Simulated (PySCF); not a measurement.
Ligand exchange on a metal centre used in film growth or etching (Ti F-OH). Isolated molecules, 0 K electronic values unless said otherwise. One relaxed conformer stands for each flexible species; it need not be the lowest.

Computed with B3LYP-D3(BJ)/def2-TZVP // BP86-D3(BJ)/def2-SVP run with PySCF. B3LYP has the VWN-RPA correlation part, as in Gaussian. 

| species | charge on the central atom (meta-Löwdin) (e) | LUMO (eV) |
|---|---|---|
| 0 of 4 F replaced by OH ([Ti(F)4]) | 1.70 | -3.56 |
| 1 of 4 F replaced by OH | 1.64 | -2.81 |
| 2 of 4 F replaced by OH ([Ti(F)2(OH)2]) | 1.58 | [?] |
| 3 of 4 F replaced by OH ([Ti(F)(OH)3]) | 1.54 | -1.94 |
| 4 of 4 F replaced by OH ([Ti(OH)4]) | [?] | -1.59 |

Complete the blanks.


- 2 of 4 F replaced by OH ([Ti(F)2(OH)2]), LUMO (eV): -2.32
- 4 of 4 F replaced by OH ([Ti(OH)4]), charge on the central atom (meta-Löwdin) (e): 1.49
